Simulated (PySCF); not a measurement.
AsS at M06-2X

Computed with M06-2X; As def2-SVP, S def2-SVP; no relativity (PySCF 2.14).

* state: ²Π (doublet), unpaired electrons π ↑
* bond length: 2.016 Å
* harmonic wavenumber: 589 cm⁻¹
* force constant: 4.58 mdyn/Å
* rotational constant Be: 0.1850 cm⁻¹
* anharmonicity ωexe: 3.36 cm⁻¹
* vibration–rotation constant αe: 0.000984 cm⁻¹
* well depth De to As + S: 3.55 eV
* dissociation energy D0: 3.51 eV
* bond order (Mayer): 2.24
* dipole moment (positive dipole means As(−)S(+)): -1.40 D

Spin–orbit coupling is left out. The state was picked by a PBE0 search and need not be the measured ground state.
